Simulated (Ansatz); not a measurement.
Question: Name a neutral molecule of C, O, S, Sn and H with HOMO–LUMO gap (ωB97M-V/def2-TZVPP) between 8.10 and 8.40 eV and HOMO–LUMO gap (PBE0/def2-TZVPP) between 4.45 and 4.75 eV (Ansatz, PBE0-D4/def2-TZVP geometry).

Answer: `C[O][Sn][S]C` (8.27 eV, 4.53 eV). Other molecules can fit too; these were computed, each in one conformer that needn't be the lowest.
